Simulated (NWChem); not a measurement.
The numbers come from NWChem runs, not from measurements. System: HCl2Si, charge 0, spin multiplicity 2, at a geometry optimised with UPBE0/def2-SVP. The structure started from a generated list of species. Its SCF solution wasn't tested for a lower state. Level: ROCCSD(T)/def2-SVPD, 15 core orbitals frozen.

Job file:

```
start mol
memory heap 100 mb stack 700 mb global 1900 mb
geometry units angstroms nocenter noautoz
  Cl     0.338899    -0.168459     1.693093
  Si    -0.679077     0.426938     0.000000
  Cl     0.338899    -0.168459    -1.693093
  H     -2.015489    -0.249524     0.000000
  symmetry group Cs
end
basis spherical
  * library def2-svpd
end
scf
  rohf
  nopen 1
  maxiter 100
  thresh 1e-7
  semidirect memsize 60000000 filesize 0
  # guess.movecs holds the orbitals of an unrestricted PBE0 run
  vectors input guess.movecs output mol.movecs
end
tce
  freeze core 15
  ccsd(t)
  2eorb
  2emet 13
  thresh 1e-6
  maxiter 100
  tilesize 24
end
task tce energy
```

Output (cleaned and shortened):

```
             Northwest Computational Chemistry Package (NWChem) 7.3.0
             --------------------------------------------------------

                                NWChem Input Module
                                -------------------

 Scaling coordinates for geometry "geometry" by  1.889725989
 (inverse scale =  0.529177249)

 Turning off AUTOSYM since
 SYMMETRY directive was detected!

                             Geometry "geometry" -> ""
                             -------------------------

 Output coordinates in angstroms (scale by  1.889725989 to convert to a.u.)

  No.       Tag          Charge          X              Y              Z
 ---- ---------------- ---------- -------------- -------------- --------------
    1 Cl                  17.0000     0.33889900    -0.16845900     1.69309300
    2 Si                  14.0000    -0.67907700     0.42693800     0.00000000
    3 Cl                  17.0000     0.33889900    -0.16845900    -1.69309300
    4 H                    1.0000    -2.01548900    -0.24952400     0.00000000

 Effective nuclear repulsion energy (a.u.)     178.3899072302

            Nuclear Dipole moment (a.u.)
            ----------------------------
        X                 Y               Z
 ---------------- ---------------- ----------------
    -0.0000018897     0.0000037795     0.0000000000

      Symmetry information
      --------------------

 Group name             Cs
 Group number              2
 Group order               2
 No. of unique centers     3

      Symmetry unique atoms

     1    2    4


 Summary of "ao basis" -> "" (spherical)
 ------------------------------------------------------------------------------
       Tag                 Description            Shells   Functions and Types
 ---------------- ------------------------------  ------  ---------------------
 *                         def2-svpd                  on all atoms

 Summary of "ao basis" -> "ao basis" (spherical)
 ------------------------------------------------------------------------------
       Tag                 Description            Shells   Functions and Types
 ---------------- ------------------------------  ------  ---------------------
 Cl                        def2-svpd                11       27   5s4p2d
 Si                        def2-svpd                10       24   5s3p2d
 H                         def2-svpd                 4        8   2s2p

                                 NWChem SCF Module
                                 -----------------

  ao basis        = "ao basis"
  functions       =    86
  atoms           =     4
  closed shells   =    24
  open shells     =     1
  charge          =   0.00
  wavefunction    = ROHF
  use symmetry    = T
  symmetry adapt  = T

 Summary of "ao basis" -> "ao basis" (spherical)
 ------------------------------------------------------------------------------
       Tag                 Description            Shells   Functions and Types
 ---------------- ------------------------------  ------  ---------------------
 Cl                        def2-svpd                11       27   5s4p2d
 Si                        def2-svpd                10       24   5s3p2d
 H                         def2-svpd                 4        8   2s2p

      Symmetry analysis of basis
      --------------------------

        a'         50
        a"         36

 Forming initial guess at       0.1s

      Symmetry analysis of molecular orbitals - initial
      -------------------------------------------------

  Numbering of irreducible representations:

     1 a'          2 a"

  Orbital symmetries:

     1 a"          2 a'          3 a'          4 a"          5 a'
     6 a'          7 a"          8 a'          9 a"         10 a'
    11 a"         12 a'         13 a'         14 a"         15 a'
    16 a'         17 a"         18 a'         19 a"         20 a'
    21 a'         22 a"         23 a'         24 a"         25 a'
    26 a'         27 a"         28 a'         29 a'         30 a'
    31 a'         32 a"         33 a'         34 a"         35 a"

 Starting SCF solution at       0.1s

 ----------------------------------------------
         Quadratically convergent ROHF

 Convergence threshold     :          1.000E-07
 Maximum no. of iterations :          100
 Final Fock-matrix accuracy:          1.000E-09
 ----------------------------------------------

              iter       energy          gnorm     gmax       time
             ----- ------------------- --------- --------- --------
                 1    -1208.1683355418  6.89D-01  2.02D-01      0.6
                 2    -1208.2007042677  1.63D-01  3.59D-02      0.7
                 3    -1208.2070858293  1.30D-02  6.42D-03      1.0
                 4    -1208.2071493277  2.18D-04  6.45D-05      1.4
                 5    -1208.2071493444  4.85D-08  1.08D-08      2.2

       Final ROHF results
       ------------------

         Total SCF energy =  -1208.207149344376
      One-electron energy =  -2026.416192948824
      Two-electron energy =    639.819136374271
 Nuclear repulsion energy =    178.389907230177

        Time for solution =      2.2s

       Symmetry analysis of molecular orbitals - final
       -----------------------------------------------

  Numbering of irreducible representations:

     1 a'          2 a"

  Orbital symmetries:

     1 a"          2 a'          3 a'          4 a"          5 a'
     6 a'          7 a"          8 a'          9 a"         10 a'
    11 a"         12 a'         13 a"         14 a'         15 a'
    16 a'         17 a"         18 a'         19 a"         20 a'
[...]
 Vector   24  Occ=2.000000D+00  E=-4.711911D-01  Symmetry=a"
              MO Center=  2.8D-01, -1.3D-01,  3.2D-14, r^2= 4.1D+00
   Bfn.  Coefficient  Atom+Function         Bfn.  Coefficient  Atom+Function
  ----- ------------  ---------------      ----- ------------  ---------------
    14      0.343446  1 Cl pz                65      0.343446  3 Cl pz
    12     -0.258929  1 Cl px                63      0.258929  3 Cl px
    11      0.254348  1 Cl pz                62      0.254348  3 Cl pz
     9     -0.189143  1 Cl px                60      0.189143  3 Cl px
    13      0.159644  1 Cl py                64     -0.159644  3 Cl py

 Vector   25  Occ=1.000000D+00  E=-1.692627D-01  Symmetry=a'
              MO Center= -6.9D-01,  1.0D+00, -1.8D-14, r^2= 2.1D+00
   Bfn.  Coefficient  Atom+Function         Bfn.  Coefficient  Atom+Function
  ----- ------------  ---------------      ----- ------------  ---------------
    31      0.459558  2 Si s                 40      0.459231  2 Si py
    30      0.449418  2 Si s                 37      0.394136  2 Si py
    29      0.241706  2 Si s                 34     -0.191607  2 Si py
    13     -0.181841  1 Cl py                64     -0.181841  3 Cl py

 Vector   26  Occ=0.000000D+00  E= 8.779250D-02  Symmetry=a'
              MO Center= -1.3D+00,  7.0D-01, -5.4D-14, r^2= 1.1D+01
   Bfn.  Coefficient  Atom+Function         Bfn.  Coefficient  Atom+Function
  ----- ------------  ---------------      ----- ------------  ---------------
    32      5.998824  2 Si s                 31     -3.181876  2 Si s
     5     -1.394314  1 Cl s                 56     -1.394314  3 Cl s
    39      0.577154  2 Si px                17      0.550090  1 Cl pz
    68     -0.550090  3 Cl pz                15      0.412329  1 Cl px
    66      0.412329  3 Cl px                16     -0.339038  1 Cl py

 Vector   27  Occ=0.000000D+00  E= 9.566707D-02  Symmetry=a'
              MO Center=  1.6D-01, -5.2D-02, -1.0D-12, r^2= 1.1D+01
   Bfn.  Coefficient  Atom+Function         Bfn.  Coefficient  Atom+Function
  ----- ------------  ---------------      ----- ------------  ---------------
    31      2.086899  2 Si s                 15      0.638434  1 Cl px
    66      0.638434  3 Cl px                80     -0.622847  4 H  s
    47      0.550443  2 Si d -2              17      0.399820  1 Cl pz
    68     -0.399820  3 Cl pz                40     -0.384699  2 Si py
    16     -0.350669  1 Cl py                67     -0.350669  3 Cl py

 Vector   28  Occ=0.000000D+00  E= 1.009734D-01  Symmetry=a"
              MO Center= -4.0D-01,  1.3D-01, -1.3D-12, r^2= 1.1D+01
   Bfn.  Coefficient  Atom+Function         Bfn.  Coefficient  Atom+Function
  ----- ------------  ---------------      ----- ------------  ---------------
    17      0.670567  1 Cl pz                68      0.670567  3 Cl pz
    48      0.347948  2 Si d -1              50      0.304405  2 Si d  1
    38      0.205701  2 Si pz                86      0.173717  4 H  pz

 center of mass
 --------------
 x =   0.05104477 y =  -0.00169439 z =   0.00000000

 moments of inertia (a.u.)
 ------------------
         741.452238669579          41.405481815489           0.000000000000
          41.405481815489         805.048780082005           0.000000000000
           0.000000000000           0.000000000000         114.640740506096

  Mulliken analysis of the total density
  --------------------------------------

    Atom       Charge   Shell Charges
 -----------   ------   -------------------------------------------------------
    1 Cl  17    17.54   2.00  1.99  1.21  0.75  0.03  5.94  2.09  3.28  0.20  0.02  0.02
    2 Si  14    12.82   2.00  1.99  1.03 -0.12 -0.01  5.94  1.05  0.67  0.27 -0.00
    3 Cl  17    17.54   2.00  1.99  1.21  0.75  0.03  5.94  2.09  3.28  0.20  0.02  0.02
    4 H    1     1.10   0.72  0.34  0.01  0.02

 Mulliken analysis of the open-shell density
 -------------------------------------------

    Atom       Charge   Shell Charges
 -----------   ------   -------------------------------------------------------
    1 Cl  17     0.04   0.00  0.00  0.00 -0.00  0.00  0.00  0.02  0.02 -0.01  0.00 -0.00
    2 Si  14     0.90   0.00  0.00  0.16  0.16 -0.04  0.00  0.26  0.31  0.02  0.02
    3 Cl  17     0.04   0.00  0.00  0.00 -0.00  0.00  0.00  0.02  0.02 -0.01  0.00 -0.00
    4 H    1     0.02   0.03  0.01  0.00 -0.01

       Multipole analysis of the density wrt the origin
       ------------------------------------------------

     L   x y z        total         open         nuclear
     -   - - -        -----         ----         -------
     0   0 0 0     -0.000000     -1.000000     49.000000

     1   1 0 0     -0.505332      1.296024     -0.000002
     1   0 1 0      0.265826     -1.918321      0.000004
     1   0 0 1     -0.000000      0.000000      0.000000

     2   2 0 0    -28.430573     -3.764280     51.506246
     2   1 1 0     -0.436010      2.747066    -19.630497
     2   1 0 1      0.000000      0.000000      0.000000
     2   0 2 0    -29.114611     -6.583644     12.780817
     2   0 1 1     -0.000000      0.000000      0.000000
     2   0 0 2    -31.164499     -2.533880    348.047258

                   NWChem Extensible Many-Electron Theory Module
                   ---------------------------------------------


            General Information
            -------------------
      Number of processors :     1
         Wavefunction type : Restricted open-shell Hartree-Fock
          No. of electrons :    49
           Alpha electrons :    25
            Beta electrons :    24
           No. of orbitals :   172
            Alpha orbitals :    86
             Beta orbitals :    86
        Alpha frozen cores :    15
         Beta frozen cores :    15
     Alpha frozen virtuals :     0
      Beta frozen virtuals :     0
         Spin multiplicity : doublet
    Number of AO functions :    86
       Number of AO shells :    36
        Use of symmetry is : on
      Symmetry adaption is : on
         Schwarz screening : 0.10D-09

          Correlation Information
          -----------------------
          Calculation type : Coupled-cluster singles & doubles w/ perturbation
   Perturbative correction : (T)
            Max iterations :      100
        Residual threshold : 0.10D-05
     T(0) DIIS level shift : 0.00D+00
     L(0) DIIS level shift : 0.00D+00
     T(1) DIIS level shift : 0.00D+00
     L(1) DIIS level shift : 0.00D+00
     T(R) DIIS level shift : 0.00D+00
     T(I) DIIS level shift : 0.00D+00
   CC-T/L Amplitude update :  5-th order DIIS
                I/O scheme : Global Array Library
        L-threshold :  0.10D-05
        EOM-threshold :  0.10D-05
 no EOMCCSD initial starts read in
 TCE RESTART OPTIONS
 SLICE:      F
 D4D5:       F
 quantumc:   F
 qrotation:  F
 pwtce:      F
 qducc:      F
 nacto:                         0
 nrotv:                         0
 nrot:                          0

            Memory Information
            ------------------
          Available GA space size is     249022008 doubles
          Available MA space size is     104854252 doubles

 Maximum block size supplied by input
 Maximum block size        24 doubles

 tile_dim =     18

 -------------------------------------------------
   1    alpha     a'     5 doubles       0       1
   2    alpha     a'     1 doubles       5       2
   3    alpha     a"     4 doubles       6       3
   4    beta      a'     5 doubles      10       4
   5    beta      a"     4 doubles      15       5
   6    alpha     a'    17 doubles      19       6
   7    alpha     a'    18 doubles      36       7
   8    alpha     a"    13 doubles      54       8
   9    alpha     a"    13 doubles      67       9
  10    beta      a'     1 doubles      80      10
  11    beta      a'    17 doubles      81      11
  12    beta      a'    18 doubles      98      12
  13    beta      a"    13 doubles     116      13
  14    beta      a"    13 doubles     129      14

 Global array virtual files algorithm will be used

 Parallel file system coherency ......... OK

 4-electron integrals stored in orbital form

 v2    file size   =          2661272
 4-index algorithm nr.  13 is used
 imaxsize =       30
 imaxsize ichop =        0


CCSD iterations
 ---------------------------------------------------------
 Iter          Residuum       Correlation     Cpu    Wall
 ---------------------------------------------------------
    1   0.1310109161076  -0.3731777349367     0.9     0.9
    2   0.0350172168667  -0.3976359783467     0.9     0.9
    3   0.0120567315217  -0.4033299268198     0.9     0.9
    4   0.0043557847399  -0.4048647901283     0.9     0.9
    5   0.0023964247378  -0.4053404263482     0.9     0.9
    6   0.0009461889091  -0.4055669399422     0.9     0.9
    7   0.0004950055637  -0.4056572371636     0.9     0.9
    8   0.0002615610864  -0.4056606939656     0.8     0.8
    9   0.0001698763965  -0.4056683921363     0.8     0.8
   10   0.0000962550360  -0.4056719331759     0.8     0.8
   11   0.0000244436830  -0.4056754960442     0.9     0.9
   12   0.0000102524705  -0.4056774305971     0.8     0.8
   13   0.0000068739837  -0.4056776185360     1.0     1.0
   14   0.0000032631465  -0.4056775035923     0.9     0.9
   15   0.0000027862697  -0.4056775423443     0.9     0.9
   16   0.0000007608753  -0.4056774108728     0.9     0.9
 -----------------------------------------------------------------
 Iterations converged
 CCSD correlation energy / hartree =        -0.405677410872803
 CCSD total energy / hartree       =     -1208.612826755248761

 Singles contributions

 Doubles contributions
 CCSD(T)
 Using plain CCSD(T) code
             total no. of tasks          740
 total no. of tasks / no. procs          740
                         wl_min           80           2.1
                         wl_max       729000           9.5
        thresh for no. of tasks          740

 CCSD[T]  correction energy / hartree =        -0.012361224110941
 CCSD[T] correlation energy / hartree =        -0.418038634983744
 CCSD[T] total energy / hartree       =     -1208.625187979359680
 CCSD(T)  correction energy / hartree =        -0.012017975851500
 CCSD(T) correlation energy / hartree =        -0.417695386724303
 CCSD(T) total energy / hartree       =     -1208.624844731100211

 Task  times  cpu:       49.1s     wall:       49.1s

 Total times  cpu:       49.1s     wall:       49.1s
```
